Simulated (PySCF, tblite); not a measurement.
# BeCl2 and LiF

A gas-phase complex of BeCl2 and LiF; neutral, singlet. The structure comes from a short search (6 tight-binding starts) and was relaxed by PBE0-D3(BJ)/def2-SVPD; another way of binding may lie lower. Frequencies by PBE0-D3(BJ)/def2-SVPD show no clear imaginary mode.

Parts: 1 = BeCl2 ([Cl][Be][Cl]), atoms 1–3; 2 = LiF ([Li][F]), atoms 4–5.

Coordinates in Å:
```
Cl1     0.440    1.025   -0.972
Be2     0.440   -0.774   -0.458
Cl3    -0.614   -1.606    1.055
Li4     0.627   -3.181    0.060
F5      1.215   -1.944   -1.045
```

Contacts between parts, classed by geometry: Be2···F5 1.521 Å (bond); Cl3···Li4 2.239 Å (ion contact).

The parts are joined by the bond Be2–F5, so these are energies of forming such bonds; deforming the relaxed parts to their shape in the adduct costs 26.5 kcal/mol, which the interaction energies leave out.

Interaction energies are complex less parts, with the parts frozen as they stand in it; counterpoise-corrected, in kcal/mol (PySCF).

Question: Give the interaction energy at each level run.

Answer: 
| level | interaction | superposition error removed |
| --- | --- | --- |
| wB97M-D3(BJ)/def2-TZVPD | -83.74 | -0.73 |
| PBE0-D3(BJ)/def2-TZVPD | -85.60 | -0.82 |

Question: What holds them together? Decompose the wB97M-D3(BJ)/def2-TZVPD energy: frozen parts, their antisymmetrised product, then relaxation.

Answer: electrostatic -112.1, Pauli repulsion +90.6, orbital relaxation -61.3, dispersion correction -1.6 kcal/mol, which sum to the value before the counterpoise correction; the Pauli term holds the exchange-correlation of the frozen density too. Of the attraction, 64 % is electrostatic, 35 % is orbital relaxation, 1 % is dispersion correction.

The parts were also relaxed and run alone, at the levels used for the complex: shieldings by PBE0/pcSseg-2; core levels by delta-SCF with SCAN, pcX-2 on the ionised atom and pcseg-1 elsewhere, spin-free X2C (2p3/2 is the spin-free 2p value less a third of a first-order spin-orbit splitting).

Question: How do these values change when the complex forms?

Answer: 
```json
{"property": "shielding of Be2 (ppm)", "alone": "94.1", "in the complex": "98.7", "change": "+4.6"}
{"property": "shielding of F5 (ppm)", "alone": "347.3", "in the complex": "330.1", "change": "-17.3"}
{"property": "shielding of Cl3 (ppm)", "alone": "969.5", "in the complex": "983.9", "change": "+14.4"}
{"property": "shielding of Li4 (ppm)", "alone": "88.1", "in the complex": "90.3", "change": "+2.2"}
{"property": "Be2 1s core level (eV)", "alone": "122.79", "in the complex": "121.49", "change": "-1.30"}
{"property": "Cl3 2p3/2 core level (eV)", "alone": "206.59", "in the complex": "205.86", "change": "-0.72"}
{"property": "F5 1s core level (eV)", "alone": "688.16", "in the complex": "692.59", "change": "+4.43"}
```
